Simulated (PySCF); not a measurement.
In(F) cation (FIn), SMILES [F][In] (connectivity only; charge and spin as stated), charge +1, multiplicity 2.

Geometry: B3LYP-D3(BJ)/def2-TZVP. The multiplicity is an assumed one; other spin states were not compared. The def2 effective core potentials stand for the cores of In; spin–orbit coupling is left out.

Two levels are set side by side: PBE/def2-TZVPD (PySCF) and r2SCAN/def2-TZVPD (PySCF). Same geometry, gas phase. Differences are taken from unrounded values.

```
quantity                      PBE
---------------------------  ----
α-spin orbital gap (eV)      5.61
β-spin orbital gap (eV)      1.86
mean polarisability (bohr³)  26.8
```

**Question.** These are the PBE values. What does r2SCAN give? (Estimate from the structure and the level; the computed values follow.)

**Answer.** 
| quantity | r2SCAN | PBE minus r2SCAN |
|---|---|---|
| α-spin orbital gap (eV) | 6.23 | -0.62 |
| β-spin orbital gap (eV) | 2.62 | -0.75 |
| mean polarisability (bohr³) | 27.0 | -0.2 |

Rough cost on one machine, each run with all the roots and properties that it gave: r2SCAN against PBE within a factor of 2.
